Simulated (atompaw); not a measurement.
**thulium: variants of one PAW (atompaw) potential**

Base potential:

```
Element                 : thulium
Generator               : atompaw 4.2.0.5
Type                    : PAW
Functional              : LDA (PW92)
Relativity              : scalar-relativistic
Frozen core             : [Kr] 4d10 5s2
Valence charge          : 21
Reference configuration : 4f13 5p6 5d0 6s2 6p0
Partial waves           : 6s (bound): rc 3.00 bohr; 6s channel at 0.1 Ry: rc 3.00 bohr; 5p (bound): rc 1.55 bohr; 6p (bound, empty): rc 2.30 bohr; 5d (bound, empty): rc 3.00 bohr; 5d channel at 0.35 Ry: rc 3.00 bohr; 4f (bound): rc 0.90 bohr; 4f channel at 0.4 Ry: rc 0.90 bohr
Local potential         : bessel scheme, radius 2.05 bohr
Core correction         : smooth core density matched at 1.90 bohr
Augmentation charge     : sinc compensation charge, radius 2.45 bohr; PAW radius 3.00 bohr; waves and projectors: custom rrkj gramschmidtortho
```

All-electron outer shells of the reference configuration (LDA (PW92), scalar-relativistic, ld1.x):

```
shell  level (eV)  outermost node (bohr)  outermost maximum (bohr)
   4d     -171.46                   0.24                      0.50
   5s      -53.55                   0.59                      1.10
   5p      -27.06                   0.64                      1.26
   6s       -4.03                   1.49                      3.25
   4f       -3.32                      –                      0.49
   6p       -1.17                   1.84                      4.67
   5d       -0.95                   0.72                      2.12
```

Cutoffs, loose and tight: the cutoffs (Ry, on a coarse ladder) from which the occupation-weighted sum of valence levels, in a spherical-Bessel basis at the reference potential, stays within 10 and 1 mRy of its value at 400 Ry. They see the waves, projectors and local potential, not the compensation charge or the core. A dash means not determined.

A true bound ghost makes a file unfit for plane-wave use even where its test errors are small: the radial tests pick states by their node count and pass the ghost by.

```csv
change,outcome,"cutoff, loose","cutoff, tight",bound ghosts
base,generated,260 Ry,over 300 Ry,none
wave 6s (bound): rc 3.00 bohr becomes 6s (bound): rc 2.44 bohr,failed: atompaw: The overlap operator has at least one negative eigenvalue!,–,–,–
"augmentation sinc compensation charge, radius 2.45 bohr; PAW radius 3.00 bohr; waves and projectors: modrrkj vanderbiltortho",failed: atompaw: The overlap operator has at least one negative eigenvalue!,–,–,–
core correction smooth core density matched at 2.90 bohr,generated,260 Ry,over 300 Ry,none
wave 4f channel at 0.4 Ry: rc 0.90 bohr becomes 4f channel at 1.75 Ry: rc 0.90 bohr,generated,260 Ry,over 300 Ry,none
functional PBEsol,generated,260 Ry,over 300 Ry,none
reference 4f13 5p6 5d0 6s1 6p1,generated,260 Ry,over 300 Ry,none
```

Problem. What comes out with this change to the base: local potential bessel scheme, radius 1.30 bohr?

Solution. outcome: generated; cutoff, loose: 260 Ry; cutoff, tight: over 300 Ry; bound ghosts: s.

Problem. What comes out with this change to the base: core [Kr] 4d10 4f13, valence charge 10; reference 5s2 5p6 5d0 6s2 6p0; waves now 5s (bound): rc 1.45 bohr; 6s (bound): rc 2.90 bohr; 5p (bound): rc 1.90 bohr; 6p (bound): rc 2.90 bohr; 5d (bound): rc 2.90 bohr; 5d channel at 0.35 Ry: rc 2.90 bohr; local potential bessel scheme, radius 2.45 bohr; core correction smooth core density matched at 2.80 bohr; augmentation sinc compensation charge, radius 2.40 bohr; PAW radius 2.90 bohr; waves and projectors: custom rrkj gramschmidtortho?

Solution. outcome: generated; cutoff, loose: 25 Ry; cutoff, tight: 40 Ry; bound ghosts: none.
